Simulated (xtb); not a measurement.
Job for xtb: GFN2-xTB on CH7GeN (SMILES [CH3][GeH2][NH2]), a point of a torsion scan.

```
$ xtb mol.xyz --gfn 2 --sp --chrg 0 --uhf 0
10

C      1.37188975     0.49515459     0.00801654
Ge    -0.17112280    -0.74501324    -0.03103438
N     -1.79829166     0.04736998     0.12376797
H      2.30918588    -0.04240639    -0.09051546
H      1.30721190     1.21190954    -0.80758537
H      1.39776605     1.04956501     0.94342985
H     -0.11616377    -1.72947941     1.10030220
H     -0.23066205    -1.49027993    -1.33282692
H     -2.03357276     0.71995897    -0.59308641
H     -2.00130425     0.46924799     1.01956498
```

It printed:

```
[...]
           -------------------------------------------------
          |                Calculation Setup                |
           -------------------------------------------------



           -------------------------------------------------
          |                 G F N 2 - x T B                 |
           -------------------------------------------------

        Reference                      10.1021/acs.jctc.8b01176
      * Hamiltonian:
        H0-scaling (s, p, d)           1.850000    2.230000    2.230000
        zeta-weighting                 0.500000
      * Dispersion:
        s8                             2.700000
        a1                             0.520000
        a2                             5.000000
        s9                             5.000000
      * Repulsion:
        kExp                           1.500000    1.000000
        rExp                           1.000000
      * Coulomb:
        alpha                          2.000000
        third order                    shell-resolved
        anisotropic                    true
        a3                             3.000000
        a5                             4.000000
        cn-shift                       1.200000
        cn-exp                         4.000000
        max-rad                        5.000000


          ...................................................
          :                      SETUP                      :
          :.................................................:
          :  # basis functions                  25          :
          :  # atomic orbitals                  24          :
          :  # shells                           14          :
          :  # electrons                        20          :
          :  max. iterations                   250          :
          :  Hamiltonian                  GFN2-xTB          :
          :  restarted?                      false          :
          :  GBSA solvation                  false          :
          :  PC potential                    false          :
          :  electronic temp.          300.0000000     K    :
          :  accuracy                    1.0000000          :
          :  -> integral cutoff          0.2500000E+02      :
          :  -> integral neglect         0.1000000E-07      :
          :  -> SCF convergence          0.1000000E-05 Eh   :
          :  -> wf. convergence          0.1000000E-03 e    :
          :  Broyden damping             0.4000000          :
          :  net charge                          0          :
          :  unpaired electrons                  0          :
          ...................................................

 iter      E             dE          RMSdq      gap      omega  full diag
   1    -10.3837230 -0.103837E+02  0.722E+00    5.39       0.0  T
   2    -10.3500890  0.336339E-01  0.104E+01    9.60       1.0  T
   3    -10.6469229 -0.296834E+00  0.393E+00    8.22       1.0  T
   4    -10.6400347  0.688816E-02  0.331E+00    8.25       1.0  T
   5    -10.6582341 -0.181994E-01  0.224E-01    7.85       1.0  T
   6    -10.6585719 -0.337851E-03  0.328E-01    7.76       1.0  T
   7    -10.6586418 -0.698949E-04  0.679E-02    7.81       1.0  T
   8    -10.6586446 -0.274071E-05  0.305E-02    7.81       1.0  T
   9    -10.6586453 -0.706068E-06  0.104E-02    7.80       3.1  T
  10    -10.6586453 -0.252162E-07  0.299E-03    7.80      10.6  T
  11    -10.6586453 -0.820293E-08  0.215E-04    7.80     146.7  T
  12    -10.6586453 -0.349942E-12  0.823E-05    7.80     384.1  T

   *** convergence criteria satisfied after 12 iterations ***

         #    Occupation            Energy/Eh            Energy/eV
      -------------------------------------------------------------
         1        2.0000           -0.6282574             -17.0958
       ...           ...                  ...                  ...
         4        2.0000           -0.5064543             -13.7813
         5        2.0000           -0.4747808             -12.9194
         6        2.0000           -0.4742795             -12.9058
         7        2.0000           -0.4545333             -12.3685
         8        2.0000           -0.4234757             -11.5234
         9        2.0000           -0.4218085             -11.4780
        10        2.0000           -0.3789929             -10.3129 (HOMO)
        11                         -0.0923651              -2.5134 (LUMO)
        12                         -0.0700790              -1.9069
        13                         -0.0509999              -1.3878
        14                         -0.0217718              -0.5924
        15                          0.0974397               2.6515
       ...                                ...                  ...
        24                          1.1807413              32.1296
      -------------------------------------------------------------
                  HL-Gap            0.2866278 Eh            7.7995 eV
             Fermi-level           -0.2356790 Eh           -6.4132 eV

 SCC (total)                   0 d,  0 h,  0 min,  0.005 sec
 SCC setup                      ...        0 min,  0.000 sec (  2.009%)
 Dispersion                     ...        0 min,  0.000 sec (  1.026%)
 classical contributions        ...        0 min,  0.000 sec (  0.449%)
 integral evaluation            ...        0 min,  0.001 sec ( 15.127%)
 iterations                     ...        0 min,  0.002 sec ( 50.372%)
 molecular gradient             ...        0 min,  0.001 sec ( 28.222%)
 printout                       ...        0 min,  0.000 sec (  2.610%)

         :::::::::::::::::::::::::::::::::::::::::::::::::::::
         ::                     SUMMARY                     ::
         :::::::::::::::::::::::::::::::::::::::::::::::::::::
         :: total energy             -10.543019083704 Eh    ::
         :: gradient norm              0.000440835415 Eh/a0 ::
         :: HOMO-LUMO gap              7.799539300598 eV    ::
         ::.................................................::
         :: SCC energy               -10.658641427820 Eh    ::
         :: -> isotropic ES            0.011041357144 Eh    ::
         :: -> anisotropic ES          0.003079519628 Eh    ::
         :: -> anisotropic XC          0.006053957146 Eh    ::
         :: -> dispersion             -0.004255381642 Eh    ::
         :: repulsion energy           0.115622344116 Eh    ::
         :: add. restraining           0.000000000000 Eh    ::
         :: total charge              -0.000000000000 e     ::
         :::::::::::::::::::::::::::::::::::::::::::::::::::::

           -------------------------------------------------
          |                Property Printout                |
           -------------------------------------------------

    * Orbital Energies and Occupations

         #    Occupation            Energy/Eh            Energy/eV
      -------------------------------------------------------------
         1        2.0000           -0.6282574             -17.0958
         2        2.0000           -0.5830825             -15.8665
         3        2.0000           -0.5695379             -15.4979
         4        2.0000           -0.5064543             -13.7813
         5        2.0000           -0.4747808             -12.9194
         6        2.0000           -0.4742795             -12.9058
         7        2.0000           -0.4545333             -12.3685
         8        2.0000           -0.4234757             -11.5234
         9        2.0000           -0.4218085             -11.4780
        10        2.0000           -0.3789929             -10.3129 (HOMO)
        11                         -0.0923651              -2.5134 (LUMO)
        12                         -0.0700790              -1.9069
        13                         -0.0509999              -1.3878
        14                         -0.0217718              -0.5924
        15                          0.0974397               2.6515
        16                          0.1120086               3.0479
        17                          0.1313853               3.5752
        18                          0.1862328               5.0677
        19                          0.1907045               5.1893
        20                          0.1996876               5.4338
        21                          0.2234872               6.0814
       ...                                ...                  ...
        24                          1.1807413              32.1296
      -------------------------------------------------------------
                  HL-Gap            0.2866278 Eh            7.7995 eV
             Fermi-level           -0.2356790 Eh           -6.4132 eV

     #   Z          covCN         q      C6AA      α(0)
     1   6 C        3.660    -0.148    23.680     6.983
     2  32 Ge       3.595     0.158   169.279    23.394
     3   7 N        2.553    -0.376    29.727     8.097
     4   1 H        0.925     0.041     2.441     2.443
     5   1 H        0.925     0.039     2.461     2.453
     6   1 H        0.925     0.039     2.462     2.454
     7   1 H        0.938    -0.033     3.688     3.002
     8   1 H        0.938    -0.032     3.685     3.001
     9   1 H        0.861     0.156     1.362     1.828
    10   1 H        0.861     0.156     1.359     1.826

 Mol. C6AA /au·bohr⁶  :       1159.184666
 Mol. C8AA /au·bohr⁸  :      45556.128482
 Mol. α(0) /au        :         55.482582


Wiberg/Mayer (AO) data.
largest (>0.10) Wiberg bond orders for each atom

 ---------------------------------------------------------------------------
     #   Z sym  total        # sym  WBO       # sym  WBO       # sym  WBO
 ---------------------------------------------------------------------------
     1   6 C    3.986 --     4 H    0.975     6 H    0.971     5 H    0.970
                             2 Ge   0.884
     2  32 Ge   3.791 --     3 N    1.119     1 C    0.884     7 H    0.842
                             8 H    0.841
     3   7 N    3.175 --     2 Ge   1.119     9 H    0.950    10 H    0.950
     4   1 H    0.998 --     1 C    0.975
     5   1 H    0.998 --     1 C    0.970
     6   1 H    0.998 --     1 C    0.971
     7   1 H    0.999 --     2 Ge   0.842
     8   1 H    0.999 --     2 Ge   0.841
     9   1 H    0.976 --     3 N    0.950
    10   1 H    0.976 --     3 N    0.950
 ---------------------------------------------------------------------------

Topologies differ in total number of bonds
Writing topology from bond orders to xtbtopo.mol

molecular dipole:
                 x           y           z       tot (Debye)
 q only:        0.049       0.317       0.044
   full:        0.289       0.777       0.094       2.120
molecular quadrupole (traceless):
                xx          xy          yy          xz          yz          zz
 q only:        0.010      -1.746      -0.215      -0.279       0.038       0.205
  q+dip:       -0.870      -3.148      -0.556      -0.401      -0.038       1.426
   full:       -0.786      -3.404      -0.443      -0.465      -0.030       1.228


           -------------------------------------------------
          | TOTAL ENERGY              -10.543019083704 Eh   |
          | GRADIENT NORM               0.000440835415 Eh/α |
          | HOMO-LUMO GAP               7.799539300598 eV   |
           -------------------------------------------------

------------------------------------------------------------------------
------------------------------------------------------------------------
 total:
 SCF:
Note: The following floating-point exceptions are signalling: IEEE_UNDERFLOW_FLAG IEEE_DENORMAL
normal termination of xtb
```

The run finished.

Cost: around 0.03 core-seconds (rough).
